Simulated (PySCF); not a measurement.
**Unknown compound**

Molecular formula: C$_{7}$H$_{13}$N$_{3}$. Simulated spectra:

1H NMR (300 MHz, computed): δ 7.40 (s, 1H), 4.22 (s, 3H), 1.41 (s, 9H).

13C{1H} NMR (computed): δ 163.2 (C), 134.0 (CH), 41.6 (CH3), 32.8 (C), 32.4 (CH3).

Computed data (PySCF 2.14.0 with density-fitted response routines): σ from GIAO-PBE0/pcSseg-1, structure optimised with GFN2-xTB. One computed conformer, no relativistic terms, no solvent model, one averaged value for each set of equivalent atoms.

Shifts are taken against calculated references (same method and geometry level): 1H (σ = 31.72 ppm) and 13C (σ = 186.93 ppm) against TMS.

Q: Choose the structure that fits.
A. CC(C)(C)Cn1ccnn1
B. Cn1ncc(C(C)(C)C)n1
C. Cc1[nH]nnc1C(C)(C)C
D. Cn1cc(C(C)(C)C)nn1
E. Cc1cnnn1C(C)(C)C

A: B. 

- The formula gives 3 degrees of unsaturation (1 ring in the answer).
- 5 carbon signals for 7 carbons: some carbons are equivalent by symmetry or fast rotation.
- Carbon types of the structure: 2 × C, 1 × CH, 4 × CH3, which accounts for all hydrogens.
- δC 163.2: substituted aromatic carbon next to a ring nitrogen.
- δC 134.0: aromatic CH next to a ring nitrogen.
- δC 41.6: methyl carbon bonded to N; deshielded by the electronegative neighbour.
- δC 32.4: methyl carbon; a saturated carbon with 1 carbon neighbour and no heteroatom attached.
- δH 7.40: hydrogen on an aromatic CH next to a ring nitrogen; aromatic region.

The others: Cc1cnnn1C(C)(C)C has carbons computed at 140.7, 137.5, 57.3, 31.4, 13.8; Cn1cc(C(C)(C)C)nn1 has carbons computed at 164.6, 123.8, 36.2, 33.1, 32.0; Cc1[nH]nnc1C(C)(C)C would give 2 signals for carbon-bound and other non-exchanging H, not 3; CC(C)(C)Cn1ccnn1 would give 4 signals for carbon-bound and other non-exchanging H, not 3.

Shifts are as computed. Against solution values, carbons near 30 ppm lie about +3 ppm off and those near 130 ppm about +5 ppm. Of 1211 compounds with measured shifts, 218 miss one by over three times the rms of a fit or turn the order of signals round; such compounds aren't used in these exercises. Multiplicities follow the n + 1 count of equivalent neighbours, as no J values were calculated; m marks all less simple cases, F and P coupling included.
